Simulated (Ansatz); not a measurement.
The first iterations of a band of FGaH₄Se (7 atoms, charge 0, multiplicity 1).

Theory: Ansatz 0.2.0, RHF/def2-TZVP.

```
movable images  : 7
climbing image  : yes
spring          : 5.0 eV/Å²
optimiser       : quadratic models (default)
start path      : through a guess of the saddle point
force threshold : 0.05 eV/Å
iteration limit : 60
end points      : relaxed
```

First end point:

```xyz
7
Properties=species:S:1:pos:R:3
Ga -0.768 -0.995 -0.164
F 0.682 -1.730 0.516
H -1.018 -1.329 -1.674
H -1.805 -0.490 0.900
H 1.890 0.892 0.170
Se 0.736 1.493 -0.480
H 0.283 2.158 0.732
```

Last end point:

```xyz
7
Properties=species:S:1:pos:R:3
Ga -0.840 -0.359 -0.333
F 1.284 -1.265 0.529
H -0.881 -1.284 -1.595
H -1.643 -0.541 0.997
H 1.824 -0.542 0.428
Se 0.291 1.717 -0.665
H -0.034 2.274 0.640
```

| iteration | highest image above the first end (eV) | largest band force component (eV/Å) |
| --- | --- | --- |
| 1 | 1.378 | 4.402 |
| 2 | 0.896 | 1.579 |
| 3 | 0.915 | 0.830 |

Task: Does the band converge within its limit, and where does its top end?

Result: The forces met the threshold. It ended after 11 iterations with the highest image 0.819 eV above the first end. A vibrational analysis at the climbing image gives one clearly imaginary mode, 1437i cm⁻¹: a first-order saddle point. The orbitals stay closed-shell, which can raise the energy where a bond breaks towards radicals; this wasn't checked here.

The run took 3.5 min on 4 threads of Arm Neoverse N1, with other jobs on the host, peak memory 0.44 GiB.
